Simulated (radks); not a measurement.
Excited configurations of I20+: one electron is placed in a higher orbital outside [Ar] 3d10 4s2 4p2. The ground configuration is [Ar] 3d10 4s2 4p3. All-electron calculation, scalar-relativistic Kohn-Sham, PBE, spin-polarised, spherical densities, finite nucleus; open shells are filled with parallel spins first (spin-orbit coupling, left out, can overturn this in heavy ions); Fermi nuclear charge, rms radius 4.75 fm. Program: a radial shooting solver on a logarithmic mesh with Libxc functionals. Excitation = E - E(ground); binding = E(ion) - E, where the ion is the core of charge +21; n* = 21/sqrt(2 binding) in atomic units. These energies are relativistic, and a one-electron ion of charge +21 with no core already has n* below n in this formula (scalar-relativistic equation, point nucleus: 4f 3.999, 5d 4.997, 6s 5.990, 6d 5.997, 6f 5.998, 7p 6.993). The quantum defect is therefore taken as that value minus n*, so that it holds no relativistic shift of the bare ion.

| outer orbital | excitation (eV) | binding (eV) | quantum defect | eigenvalue (eV) | <r> (bohr) |
|---|---|---|---|---|---|
| 4f | 181.73 | 429.36 | 0.261 | -413.48 | 0.7102 |
| 5d | 304.86 | 306.23 | 0.571 | -298.34 | 1.279 |
| 6s | 372.66 | 238.43 | 0.973 | -233.50 | 1.818 |
| 6d | 407.12 | 203.98 | 0.573 | -199.38 | 1.985 |
| 6f | 427.91 | 183.19 | 0.275 | -178.70 | 2.065 |
| 7p | 453.25 | 157.84 | 0.828 | -154.74 | 2.695 |

The Delta-SCF ionisation energy is 611.09 eV (NIST Atomic Spectra Database: 601 eV, theoretical). Self-interaction in the functional shifts the binding energies and quantum defects, so they are the method's values and not measured ones. Open shells are spherical and high-spin; term and fine-structure splittings are not resolved. Spin-orbit splitting is averaged out at the scalar-relativistic level.
